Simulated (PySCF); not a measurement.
Compound: BGe₂H₇O.
SMILES with atom numbers: `[BH2:1][GeH2:2][O:3][GeH3:4]` (hydrogens: H5, H6 on B1; H7, H8 on Ge2; H9, H10, H11 on Ge4)

Method: PBE0-D3(BJ)/def2-SVP geometry optimisation, gas phase in PySCF; density fitting, grid level 1; the optimiser is geomeTRIC in internal coordinates, started from a GFN2-xTB structure with every atom displaced at random (about 0.01 Å).

Step 0: E = -115839.1991 eV
```
atom  x, y, z in Å  |  force x, y, z in eV/Å
B1      2.3681    0.5729   -0.4937   -1.354   0.456  -0.120
Ge2     1.3249   -0.8806    0.4030   -1.159  -0.367   0.252
O3     -0.4471   -0.7437    0.1419    1.913  -1.445   0.485
Ge4    -1.5934    0.4364   -0.2579   -1.739   0.490   0.244
H5      1.7904    1.5062   -0.9751   -0.118   0.158  -0.095
H6      3.5057    0.5602   -0.5594    1.887  -0.069  -0.077
H7      1.4481   -0.9699    1.9161    0.267   0.217   0.489
H8      1.5495   -2.2966   -0.0593    0.384  -0.559  -0.379
H9     -1.3487    0.9903   -1.6079    0.217   0.509  -1.164
H10    -2.9024   -0.3510   -0.2076   -0.325   0.065  -0.080
H11    -1.6218    1.5457    0.7651    0.027   0.546   0.444
```

Step 1: E = -115839.4371 eV
```
atom  x, y, z in Å  |  force x, y, z in eV/Å
B1      2.3361    0.5781   -0.4925    0.084  -0.088   0.017
Ge2     1.2795   -0.9408    0.4218    0.768  -0.274   0.188
O3     -0.4595   -0.8769    0.1652   -1.585   1.027  -0.416
Ge4    -1.6674    0.4423   -0.2562    0.880  -0.717   0.062
H5      1.7691    1.5199   -0.9857   -0.021   0.089  -0.040
H6      3.5498    0.5550   -0.5366   -0.155  -0.022   0.038
H7      1.5648   -0.9079    1.9643   -0.090   0.023  -0.253
H8      1.7100   -2.3568   -0.0891   -0.084   0.307   0.094
H9     -1.3488    1.0291   -1.6780   -0.034  -0.201   0.428
H10    -3.0520   -0.2464   -0.2574    0.204   0.048   0.025
H11    -1.6082    1.5745    0.8094    0.032  -0.191  -0.143
```

Problem. Estimate the geometry and energy of step 2. (The exact step hangs on the optimiser's Hessian estimate; all steps are aligned on step 1, rigid shifts and turns removed.)

Solution. E = -115839.5125 eV, largest force 0.652 eV/Å
```
atom  x, y, z in Å  |  force x, y, z in eV/Å
B1      2.3030    0.5845   -0.4983    0.001   0.039  -0.032
Ge2     1.2668   -0.9418    0.4163    0.135   0.001   0.019
O3     -0.4916   -0.8821    0.1567   -0.461   0.326  -0.132
Ge4    -1.6411    0.4328   -0.2531    0.482  -0.428   0.097
H5      1.7501    1.5334   -1.0038   -0.011  -0.020   0.013
H6      3.5118    0.5614   -0.5234   -0.017  -0.021   0.023
H7      1.5316   -0.8937    1.9447   -0.031   0.021  -0.015
H8      1.7049   -2.3368   -0.0834   -0.021   0.030  -0.010
H9     -1.2919    0.9977   -1.6466   -0.014   0.011   0.019
H10    -3.0240   -0.2287   -0.2555   -0.048   0.005   0.006
H11    -1.5463    1.5431    0.8115   -0.015   0.037   0.013
```

The energy changes by -0.0754 eV. The first-order estimate −F·Δx gives -0.1214 eV and the mean of the old and new forces, exact on a quadratic surface, -0.0751 eV. The step makes an angle of 69° with the force vector and moves no atom by more than 0.072 Å.

The cost below is that of the whole optimisation. Time: 2.3 min of wall time; peak memory 0.52 GiB. Hardware: Arm Neoverse N1, one thread, shared host with 64 logical CPUs at a one-minute load of 55.
